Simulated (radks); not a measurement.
Results of a calculation; reference values are marked as such.
Q: The mean radii <r> (bohr) of the occupied orbitals of an atom or ion are listed with their occupations. Code: a radial shooting solver on a logarithmic mesh with Libxc functionals. Model: scalar-relativistic Kohn-Sham, PBE, spin-unpolarised, spherical densities, point nucleus.

orbital  occ.      <r>
1s          2  0.02106
2s          2  0.08688
2p          3  0.07623

Name the element and its charge.

A: Z = 66, dysprosium, charge +59: Dy59+ in [He] 2s2 2p3. The 1s radius gives Z: for a bare nucleus <r> = (2 gamma + 1)/(2Z) with gamma = sqrt(1 - (Z/c)^2), 0.02085 bohr for Z = 66, and screening makes it slightly larger (0.02106 here). The occupations add up to 7, and the charge is Z minus that.
